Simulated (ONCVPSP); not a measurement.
**S: ONCV pseudisation with LDA (Perdew-Wang 92), scalar-relativistic reference atom.**

ONCVPSP 4.0.1 input, shortened (lines: element, Z, core and valence counts, functional; n l f; lmax; l rc ep ncon nbas qcut; lloc lpopt rc5 dvloc0; l nproj debl; icmod fcfact rcfact), LDA (Perdew-Wang 92), scalar-relativistic:

```
  S 16.00    3    2  -001012      upf
    1    0    2.00
    2    0    2.00
    2    1    6.00
    3    0    2.00
    3    1    2.00
    2
    0    1.45    0.00    3    6    5.40
    1    1.65    0.00    3    7    4.90
    2    1.30    0.25    3    7    8.70
    4    5    1.15    0.00
    0    2    2.50
    1    2    1.00
    2    2    0.80
    0    0.00    0.00
```

In the p channel the program set the typed energies aside and used -1.032, 0.250 Ha. In the d channel the program set the typed energies aside and used 0.050, 0.850 Ha.

(1) Estimate the cutoffs (Ha) at which the residual kinetic energy of the hardest occupied pseudo-wave falls to 1 and 0.1 mHa per electron.

(2) Does the potential have ghost states?

(3) Which valence shell sets the plane-wave cutoff?

(4) Tests: 3s2 3p4; 3s2 3p3; 3s2 3p1; 3s1 3p5. Which has the largest error in its energy relative to the reference configuration, and how large is it?

## Answers

(1) 13 Ha and 24 Ha.

(2) No bound ghost flagged; GHOST(+) flagged for s at 153.8 eV.

(3) 3s: 13 Ha for 1 mHa per electron, against 6 Ha for 3p.

(4) 3s2 3p1, with +24 meV (all-electron minus pseudo) on +34.15 eV.
